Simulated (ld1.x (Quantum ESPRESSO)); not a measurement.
# gallium (Ga): PAW pseudisation with PBE, scalar-relativistic reference atom.

ld1.x (Quantum ESPRESSO) 7.5 input, shortened:

```
&input
   title='Ga', zed=31., rel=1, dft='PBE', iswitch=3,
   config='[Ar] 3d10 4s1.5 4p1.5 4d-2'
 /
 &inputp
   pseudotype=3, lpaw=.true., tm=.true., lloc=-1, rcloc=1.50,
   nlcc=.true., new_core_ps=.true.,
   which_augfun='PSQ', rmatch_augfun=1.35
 /
6
4S  1  0   1.50   0.00  1.75  2.00  0.0
4S  1  0   0.00   0.50  1.75  2.00  0.0
4P  2  1   1.50   0.00  1.25  1.70  0.0
4P  2  1   0.00   0.35  1.25  1.70  0.0
4D  3  2  -2.00   0.25  1.60  1.75  0.0
4D  3  2  -2.00   0.80  1.60  1.75  0.0
 &test
   configts(1)='4s1.5 4p1.5'
 /
```

All-electron outer shells of the reference configuration (PBE, scalar-relativistic, ld1.x):

```tsv
shell	level (eV)	outermost node (bohr)	outermost maximum (bohr)
3p	-99.85	0.24	0.56
3d	-20.12	–	0.53
4s	-9.52	0.81	1.87
4p	-2.98	0.87	2.50
```

Q: Does the generator finish with these settings?

A: Yes, a potential is produced and its reference levels are reproduced.

Q: Estimate the cutoffs (Ry, on a coarse ladder) from which the occupation-weighted sum of valence levels, in a spherical-Bessel basis at the reference potential, stays within 10 and 1 mRy of its value at 400 Ry.

A: 6 Ry and 15 Ry.

Q: What does a ghost test show?

A: Ghost state, extra bound levels that the all-electron valence spectrum of the same l lacks: d at -20.3 eV. A true bound ghost makes a file unfit for plane-wave use.

Q: Is the overlap operator S = 1 + Σ q|β⟩⟨β| positive definite (Bessel basis up to 400 Ry)?

A: Barely: its lowest eigenvalue is 0.004 (d channel).

Its largest configuration-test error is -146 meV (4s1 4p0). Test run stopped at test 6 of 7 (negative rho).
